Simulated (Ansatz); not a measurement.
Reaction (redistribution): `O[SiH](O)O[SiH](O)F` + `Cl[CH2][GeH3]` → `O[SiH](F)CCl` + `O[SiH](O)[O][GeH3]`

Isolated molecules relaxed with PBE0-D4/def2-TZVP in Ansatz; ΔE leaves out vibrations. CCSD(T)/CBS adds triple-zeta CCSD(T) − MP2 to the extrapolated MP2 energy (def2 sets, frozen cores). Functionals use def2-TZVPP. B3LYP here is the variant with VWN-RPA as its local correlation; programs differ in this. For Ge outer-core shells are correlated without core-valence functions, which leaves a few kJ/mol of doubt a bond. Scalar relativity is left out up to krypton. One conformer a species, not always the lowest.

```tsv
level	ΔE (eV)
B3LYP-D4	0.84
ωB97X-V	0.81
ωB97M-V	0.84
MP2/def2-TZVPP	0.87
```

What does CCSD(T)/CBS give? (An estimate is asked.)

Computed: +0.88 eV. The listed levels differ from it by -0.04, -0.07, -0.04, -0.01 eV.

Largest T1 diagnostic among the species: 0.012.

From PBE to PBE0 (25 % exact exchange), in def2-TZVPP and without D4, ΔE moves by +0.04 eV.
